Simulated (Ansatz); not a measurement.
**1,2-elimination**

Start structure (Si3H8S, closed shell), relaxed at PBE0-D4/def2-TZVP:

```
12
angstrom
Si -0.2235 -0.0184 -0.7132
Si 1.1358 1.5251 0.3979
S 1.0048 -1.4487 -1.7476
H 1.7625 -0.5362 -2.3799
H -1.1261 0.6956 -1.6623
Si -1.5088 -1.2545 0.7989
H 0.3159 2.5958 1.0281
H 2.0787 2.1508 -0.5697
H 1.9206 0.8286 1.4508
H -2.4410 -0.3348 1.5050
H -0.6203 -1.9043 1.7977
H -2.2985 -2.2991 0.0945
```

The step: Si₃H₈S ([SiH3][SiH]([SiH3])[SH]) → Si₂H₄S ([SiH3][SiH][S]) + SiH₄; bonds formed: Si2–H4; bonds broken: Si1–Si2, S3–H4. Ansatz 0.2.0; basis: def2-TZVPP and def2-QZVPP; cores frozen in the correlated methods. Extrapolation: Hartree–Fock as exp(−7.88 √X), correlation as X^−2.97. Energies below are by CCSD(T) at an estimated basis limit (MP2 extrapolated from triple and quadruple zeta, plus CCSD(T) − MP2 in triple zeta).

**Question.** What are the electronic barrier and the energy of the step, from the start structure to the end structure? (To be estimated.)

**Answer.** Computed: Barrier 52.29 kcal/mol; step energy 24.98 kcal/mol (uphill); reverse barrier, their difference, 27.31 kcal/mol. Barrier and step energy count from the start structure, the reverse barrier from the end structure.

The saddle point: One imaginary mode of 1096i cm⁻¹.
| pair | start (Å) | saddle (Å) | end (Å) |
| --- | --- | --- | --- |
| Si2–H4 | 3.52 | 1.82 | 1.52 |
| Si1–Si2 | 2.34 | 2.59 | 3.18 |
| S3–H4 | 1.34 | 1.92 | 3.33 |

Zero-point energy (harmonic, PBE0-D4): ZPE is 42.76 kcal/mol at the start and 41.03 kcal/mol at the saddle, so the barrier goes from 52.29 to 50.56 kcal/mol.

The T1 diagnostic stays at or below 0.018.

Labels in which every atom is bracketed show which atoms are joined, not bond orders.

For scale, one of the runs: CCSD(T)/def2-TZVPP, 280 basis functions, launched by `ansatz run in.yaml --threads 4 --pin off --events-out ev --progress --plain --max-ram 9574MiB`. The run took 2.4 min on 4 CPU threads of an Intel Xeon (shared host), with 6.8 GiB of host memory at its peak.
